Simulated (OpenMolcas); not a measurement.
A run on Pd3+ among 5 point charges of -2 e arranged as a trigonal bipyramid (D3h), 1.91 Å from the ion, with the axial distance 1.967 Å.

```json
{"Program": "OpenMolcas", "Method": "SS-CASPT2, IPEA 0.25 Eh, imaginary shift 0.1 Eh (closed shells correlated: 4s 4p)", "Basis": "ANO-RCC-VTZP [7s6p4d2f1g]", "Scalar Hamiltonian": "DKH2, point nucleus", "Active space": "7 electrons in 5 orbitals (4d)", "State averaging": "2S+1 = 4 even, 10 roots; 2S+1 = 2 even, 40 roots", "Spin-orbit coupling": "RASSI with atomic mean-field integrals over the reference wave functions"}
```

First CASPT2 step and the start of its output:

```
&CASPT2
Multistate=10 1 2 3 4 5 6 7 8 9 10
NoMult
Frozen=14
IPEA=0.25
Imaginary=0.1
MaxIter=60
WThr=0.0 0.3 0.05
PrWF=0.5
NoMix
```

```
--- CASPT2 ---
Orbital specifications:
      -----------------------

      Symmetry species                           1
                                                 a
      Frozen orbitals                           14
      Inactive orbitals                          4
      Active orbitals                            5
      Secondary orbitals                        45
      Deleted orbitals                           0
      Number of basis functions                 68
Type of calculation                        SS-CASPT2
      Fock operator                              state-specific
      IPEA shift                                 0.25
      Real shift                                 0.00
      Imaginary shift                            0.10
      The input orbitals will be transformed to quasi-canonical
Reference energy:       -5048.1692202714
      E2 (Non-variational):      -0.4617445712
      Shift correction:          -0.0051900733
      E2 (Variational):          -0.4669346445
      Total energy:           -5048.6361549159
      Residual norm:              0.0000008637
      Reference weight:           0.89275
      Contributions to the CASPT2 correlation energy
      Active & Virtual Only:         -0.1648426453
      One Inactive Excited:          -0.2058048461
      Two Inactive Excited:          -0.0910970798
Reference energy:       -5048.1604246043
      E2 (Non-variational):      -0.4613313639
      Shift correction:          -0.0027650881
      E2 (Variational):          -0.4640964520
      Total energy:           -5048.6245210563
      Residual norm:              0.0000004296
      Reference weight:           0.90856
      Contributions to the CASPT2 correlation energy
      Active & Virtual Only:         -0.1629847273
...
```

Over all roots the printed reference weights run from 0.03 to 0.93, and roots that are degenerate in the reference spread by up to 17000 cm-1.

**Question.** Did the run give usable levels, and if not, why?

**Answer.** No. The equations converged, but the reference weight falls to 0.03 for at least one root against 0.93 for the best. A drop of that size marks an intruder state, so the energies of such roots and the levels built on them can't be trusted.
